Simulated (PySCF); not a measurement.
CdClBr, SMILES [Cl][Cd][Br].

Geometry: r2SCAN-D4/def2-TZVP. The def2 effective core potentials stand for the cores of Cd; spin–orbit coupling is left out.

Calculation: PySCF with C-PCM-PBE0/def2-SVP.

The values are the electrostatic part of the solvation free energy, E(continuum) − E(gas) at the gas-phase geometry, in a cavity of scaled van der Waals radii (PySCF's table); cavitation and dispersion terms are not included. A continuum can't describe solvent molecules that bind to the metal. In vacuum the orbital gap is 6.27 eV. The dipole moment in vacuum is 0.21 D.

Computed values in water (ε = 78.36), acetonitrile (ε = 35.69), N,N-dimethylformamide (ε = 37.22):
```csv
solvent,ε,ΔG(elec) (kcal/mol),dipole (D),gap (eV)
water,78.36,-16.0,0.01,6.88
acetonitrile,35.69,-15.7,0.01,6.87
"N,N-dimethylformamide",37.22,-15.7,0.01,6.87
```
